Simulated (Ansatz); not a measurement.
**What each rung costs, and what it gives**

Saddle point of SiH2SF2, singlet (SiH₂SF₂ ([F][SiH]([F])[SH]) → SiF₂ + H₂S; bonds formed: S2–H3; bonds broken: Si1–S2, Si1–H3), PBE0-D4/def2-TZVP structure:

```xyz
6
angstrom
Si -0.4139 0.8174 -0.1885
S 0.5761 -1.4040 -0.2910
H 0.8687 0.1488 -0.9221
F -0.5359 1.0112 1.3895
F -1.8782 0.4714 -0.7101
H 1.3833 -1.0448 0.7223
```

Barriers are electronic and count from the start structure reached by relaxing down the imaginary mode.

Program: Ansatz 0.2.0. Basis: as named in each row. Cores are frozen in the correlated methods. B3LYP uses VWN-RPA correlation. Extrapolation: Hartree–Fock as exp(−7.88 √X), correlation as X^−2.97.

Times are rough, for one single point on 2 threads of a shared host (Intel Xeon 6975P-C).

The estimate by CCSD(T) at an estimated basis limit (MP2 extrapolated from triple and quadruple zeta, plus CCSD(T) − MP2 in triple zeta) is 3.109 eV.

| method | basis | time (s) | barrier (eV) | method less estimate |
| --- | --- | --- | --- | --- |
| SPW92 | def2-TZVPP | 1 | 2.462 | -0.647 |
| BLYP-D4 | def2-TZVPP | 2 | 2.593 | -0.516 |
| PBE-D4 | def2-TZVPP | 2 | 2.543 | -0.566 |
| B3LYP-D4 | def2-TZVPP | 2 | 2.900 | -0.209 |
| r2SCAN-D4 | def2-TZVPP | 3 | 2.851 | -0.258 |
| PBE0-D4 | def2-TZVPP | 3 | 2.917 | -0.192 |
| BHLYP-D4 | def2-TZVPP | 3 | 3.331 | 0.222 |
| CAM-B3LYP-D4 | def2-TZVPP | 3 | 3.135 | 0.026 |
| r2SCAN0-D4 | def2-TZVPP | 4 | 3.100 | -0.010 |
| RPA on PBE | def2-TZVPP | 4 | 2.998 | -0.111 |
| PBE-QIDH | def2-TZVPP | 6 | 3.218 | 0.109 |
| B2PLYP | def2-TZVPP | 6 | 3.049 | -0.060 |
| B97M-V | def2-TZVPP | 7 | 2.891 | -0.218 |
| wB97X-V | def2-TZVPP | 8 | 3.256 | 0.147 |
| wB97M-V | def2-TZVPP | 8 | 3.105 | -0.004 |
| MP2 | def2-QZVPP | 16 | 3.185 | 0.076 |
| CCSD(T) | def2-TZVPP | 24 | 3.129 | 0.020 |

All methods are single points on the PBE0-D4 structures.

T1 diagnostic: at most 0.016. The restricted Hartree–Fock reference is unstable towards an unrestricted one at one or more of these structures.

Losses and insertions of silylenes and their heavier kin drive the gas-phase chemistry of silicon and germanium vapour deposition.

Labels in which every atom is bracketed show which atoms are joined, not bond orders.
